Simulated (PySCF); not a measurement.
# Electron correlation in Au²⁺ (gold, charge +2)

[Xe] 4f14 5d8 6p1, one real determinant (an excited configuration). Computed with PySCF 2.14 in ANO-RCC-VTZP (8s7p5d3f1g, 84 functions), with the spin-free X2C one-electron Hamiltonian (Gaussian nucleus). Frozen: [Xe] 4f14; 9 electrons correlated.

MP2 pair energies summed by pair of shells (mhartree):

```csv
pair,energy,share (%)
5d-5d,-179.21,85.4
5d-6p,-30.57,14.6
```

Total MP2 correlation energy: -209.78 mhartree.

Same-spin part -79.97 and opposite-spin part -129.81 mhartree; SCS-MP2 scales them by 1/3 and 6/5 to -182.43 mhartree.

The reference is one real determinant that mixes LS terms of this configuration.
